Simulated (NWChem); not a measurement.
CH$_{6}$OSi; SMILES C[SiH2]O

```xyz
9

Si     0.4545     0.1178    -0.0155
C     -0.4281    -1.5344    -0.0354
O     -0.6003     1.4112    -0.0869
H      1.3213     0.2538    -1.2193
H      1.3055     0.1967     1.2175
H     -1.0753    -1.6610     0.8469
H      0.3047    -2.3577    -0.0323
H     -1.0529    -1.6368    -0.9361
H     -1.1576     1.5579     0.6820
```
Atoms are numbered in this order, from 1.

Structure relaxed at the PBE0/def2-SVP level.

**Question.** Give the principal values of the shielding tensors (ppm) of Si1, C2, O3 from PBE/pcSseg-1, GIAO (NWChem), with their diamagnetic and paramagnetic parts as GIAO splits them.

**Answer.** 
| atom | σ11 | σ22 | σ33 | isotropic | diamagnetic | paramagnetic |
|---|---|---|---|---|---|---|
| Si1 | 281.9 | 339.8 | 411.9 | 344.5 | 881.1 | -536.6 |
| C2 | 165.6 | 183.4 | 188.0 | 179.0 | 254.6 | -75.6 |
| O3 | 277.2 | 314.1 | 323.7 | 305.0 | 389.8 | -84.8 |
